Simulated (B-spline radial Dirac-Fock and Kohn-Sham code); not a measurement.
Two-hole binding energies of Pd²⁵⁺

System: the Pd²⁵⁺ ion, [Ar] 3d3.

Input of the calculation (task.json; shells as n, l, electrons):

```json
{"items": [{
  "Z": 46,
  "q": 25,
  "cfg": [[1, 0, 2], [2, 0, 2], [2, 1, 6], [3, 0, 2], [3, 1, 6], [3, 2, 3]],
  "A": 106,
  "rrms": 4.5318,
  "do": ["binding", "quiet", "double"]
}]}
```

Command: `python xray_run.py task.json out`

Method: ΔSCF Dirac-Fock with Breit, self-energy and vacuum polarisation, finite nucleus, configuration average. Computed with a B-spline atomic structure program. U is the two-hole binding energy less the two single-hole energies, the effective repulsion of the holes after relaxation. Each two-hole energy is an average over J within one jj subconfiguration.

```
          holes  E(a) (eV)  E(b) (eV)  E(ab) (eV)  U (eV)
           1s⁻²    25446.4    25446.4     51665.1   772.3
   1s⁻¹ 2p1/2⁻¹    25446.4     4409.6     30105.4   249.4
   1s⁻¹ 2p3/2⁻¹    25446.4     4250.6     29932.2   235.2
   1s⁻¹ 3p1/2⁻¹    25446.4     1473.4     27018.2    98.4
   1s⁻¹ 3p3/2⁻¹    25446.4     1439.5     26980.9    95.0
           2s⁻²     4682.1     4682.1      9524.0   159.8
2p1/2⁻¹ 2p3/2⁻¹     4409.6     4250.6      8835.6   175.4
   2s⁻¹ 3p1/2⁻¹     4682.1     1473.4      6240.3    84.7
   2s⁻¹ 3p3/2⁻¹     4682.1     1439.5           ?       ?
   2p1/2⁻¹ 3s⁻¹     4409.6     1581.8      6074.6    83.1
2p1/2⁻¹ 3p3/2⁻¹     4409.6     1439.5      5934.9    85.8
2p3/2⁻¹ 3p1/2⁻¹     4250.6     1473.4      5811.0    86.9
        3p1/2⁻²     1473.4     1473.4      3016.1    69.2
        3p3/2⁻²     1439.5     1439.5      2944.2    65.3
```

**Question.** Give the missing two-hole energy and U.

**Answer.** E(ab) = 6204.7 eV and U = 83.2 eV.
